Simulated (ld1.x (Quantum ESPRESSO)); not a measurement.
# Configuration tests for B (Z = 5) (RRKJ)

- Element: boron (B)
- Generator: ld1.x (Quantum ESPRESSO) 7.5
- Type: norm-conserving RRKJ (Kleinman–Bylander form)
- Functional: BLYP
- Relativity: non-relativistic
- Frozen core: [He]
- Valence charge: 3
- Reference configuration: 2s1 2p0 (charge +2)
- Partial waves: 2s (bound): rc 1.15 bohr; 2p (bound, empty): rc 3.20 bohr
- Local potential: all-electron potential smoothed inside 1.25 bohr (lloc = -2)
- Core correction: a·sin(br)/r model core inside 0.95 bohr

Energies are relative to the spin-unpolarised reference configuration 2s1 2p0; without spin polarisation the order of configurations can differ from experiment.

| valence configuration | charge | ΔE all-electron (eV) | error AE − PS (meV) |
| --- | --- | --- | --- |
| 2s2 2p1 | 0 | -33.518 | +627 |
| 2s2 2p0 | +1 | -25.343 | +64 |
| 2s2 2p0.5 | +0.5 | -30.660 | +359 |
| 2s2 2p1.3 | -0.3 | -34.235 | +734 |
| 2s1 2p2 | 0 | -27.741 | +1106 |
| 2s0 2p3 | 0 | -21.934 | +1584 |
| 2s1 2p1 | +1 | -19.298 | +493 |
